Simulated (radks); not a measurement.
Successive ionisation energies (eV) of one element, from differences of total energies of ions in their ground configurations, starting at charge 66: 16606.9, 16940.5, 17268.4, 18803.6, 19131.9, 77114, 78509. Method: scalar-relativistic Kohn-Sham, PBE, spin-polarised, spherical densities, finite nucleus; open shells are filled with parallel spins first (spin-orbit coupling, left out, can overturn this in heavy ions); Fermi nuclear charge, rms radius 5.3507 fm; computed with a radial shooting solver on a logarithmic mesh with Libxc functionals. Which element is it?

Answer. Tantalum (Z = 73). The first species listed is Ta66+ in [He] 2s2 2p3, the last Ta72+ in 1s1.
